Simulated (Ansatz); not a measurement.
Cost and result up the ladder for Al₆Ga (7 atoms). The state is a doublet with charge 0. Geometry: PBE0-D4/def2-SVP.

| atom | x (Å) | y (Å) | z (Å) |
| --- | --- | --- | --- |
| Ga1 | -0.649 | -0.492 | 1.892 |
| Al2 | -1.989 | 0.702 | -0.330 |
| Al3 | -0.063 | 1.981 | 0.861 |
| Al4 | 1.599 | -1.436 | -1.402 |
| Al5 | 1.603 | -0.011 | 0.823 |
| Al6 | -0.822 | -1.598 | -0.378 |
| Al7 | 0.321 | 0.855 | -1.466 |

Ansatz on 4 threads of Arm Neoverse V1 on a shared host. Times are rough, and most runs start from the orbitals of an earlier one. PBE0-D4/def2-TZVPD serves as the yardstick here, not as an exact answer. Differences are given only for rows in sets of like size (and for xTB, whose basis is part of the method), since another set adds its own error. Binding counts from free atoms at the same level (Ga doublet, Al doublet; other spins of the atoms weren't run), without zero-point energy or a counterpoise term.

The 6-31G sets use Cartesian d functions. B3LYP takes the VWN-RPA correlation. Correlated methods freeze 39 core orbitals; core or outer-core shells of Ga are correlated, in sets that lack core-valence functions. The structure comes from a short search, and lower isomers may exist.

Run but left out: HF/STO-3G, HF/6-31G, HF/def2-TZVP, HF/def2-TZVPD, MP2/def2-TZVP, CCSD(T)/def2-SVP (⟨S²⟩ 2.12 to 2.67, where a pure state has 0.75).

Correlated methods converge slowly with the basis.

```csv
level,functions,wall time,binding energy per atom (eV),difference from PBE0-D4/def2-TZVPD (eV)
PBE-D4/def2-SVP,140,6 s,2.28,–
B3LYP-D4/6-31G,107,8 s,1.64,–
PBE0-D4/def2-SVP,140,9.5 s,2.18,–
PBE-D4/def2-TZVP,270,13 s,2.29,0.09
RPA@PBE/def2-TZVP,270,22 s,1.82,-0.38
PBE-D4/def2-TZVPD,312,23 s,2.29,0.09
PBE0-D4/def2-TZVPD,312,37 s,2.20,0.00
r2SCAN-D4/def2-TZVP,270,42 s,2.29,0.09
BHLYP-D4/def2-TZVP,270,49 s,1.79,-0.41
PBE0-D4/def2-TZVP (with forces),270,50 s,2.20,0.00
```
